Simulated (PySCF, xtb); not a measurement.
CH9ClSi3, SMILES C[Si]([SiH3])([SiH3])Cl.

GFN2-xTB run with xtb at its own geometry gives an orbital gap of 3.72 eV and a dipole moment of 1.56 D.

Coordinates come from a PBE0-D3(BJ)/def2-SVP optimisation.

Task: What does PySCF with M06-2X/def2-TZVP give? (An estimate is asked for; the answer gives what the named calculation found.)

Result: gap 8.76 eV (levels -8.57 and 0.19 eV), dipole 1.85 D.
